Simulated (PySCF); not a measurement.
Fill in the blanks.

Compound: C₃H₁₂O₂Si₂.
Structure used (PBE0-D3(BJ)/def2-SVP), in Å, numbered top down from 1:
```
atom  x, y, z in Å
C1    -3.0749   -0.0161   -1.4205
O2    -3.0975   -0.1880   -0.0322
Si3   -1.9272   -0.9528    0.8548
O4    -0.4995   -0.1147    0.9419
C5     0.5229   -0.1039   -0.0229
C6     1.8818   -0.1396    0.6481
Si7    3.3508   -0.0557   -0.5335
H8    -2.3842    0.7922   -1.7213
H9    -2.7749   -0.9389   -1.9528
H10   -4.0842    0.2577   -1.7641
H11   -1.6372   -2.2800    0.2205
H12   -2.4557   -1.0450    2.2328
H13    0.4283    0.8092   -0.6401
H14    0.4222   -0.9664   -0.7126
H15    1.9680   -1.0607    1.2497
H16    1.9554    0.7017    1.3580
H17    3.3256    1.2198   -1.3155
H18    4.6283   -0.1226    0.2378
H19    3.3145   -1.1957   -1.5025
```

```csv
property,level,value
point group,PBE0-D3(BJ)/def2-SVP,?
"rotational constants A, B, C",PBE0-D3(BJ)/def2-SVP,?
dipole moment,wB97X-D/def2-SVPD,?
HOMO energy,wB97X-D/def2-SVPD,?
LUMO energy,wB97X-D/def2-SVPD,1.91 eV
lowest singlet excitation,TDDFT wB97X-D/def2-SVPD,"7.85 eV (158 nm, f = 0.009)"
strongest line among the 6 lowest singlet transitions,TDDFT wB97X-D/def2-SVPD,?
static isotropic polarisability,wB97X-D/def2-SVPD,?
electronic spatial extent ⟨r²⟩ about the centre of nuclear charge,wB97X-D/def2-SVPD,?
```

The electronic properties come from PySCF, for the isolated species, density fitting.

Question: Give the electronic spatial extent ⟨r²⟩ about the centre of nuclear charge.

Answer: 2053 bohr².

Question: Give the point group.

Answer: C1.

Question: The rotational constants A, B, C?

Answer: 4.237, 0.598, 0.545 GHz.

Question: What is the dipole moment?

Answer: 1.44 D.

Question: What is the static isotropic polarisability?

Answer: 98.4 au.

Question: What is the strongest line among the 6 lowest singlet transitions?

Answer: S4 at 8.34 eV (149 nm, f = 0.032).

Question: What is the HOMO energy?

Answer: -10.08 eV.

With B = h/(8π²I), that is 505.379 GHz u Å² over I, the principal moments of inertia are 119.3, 845.0 and 926.6 u Å² (most abundant isotopes). The dipole matches unit charges of opposite sign 0.30 Å apart (1 e·Å = 4.8032 D). The polarisability is 14.58 Å³ as a volume (1 au = 0.148185 Å³), or 1.33 au for each of the 74 electrons. In wavenumbers S1 is 63300 cm⁻¹ (1 eV = 8065.54 cm⁻¹).

One conformer stands for the species.
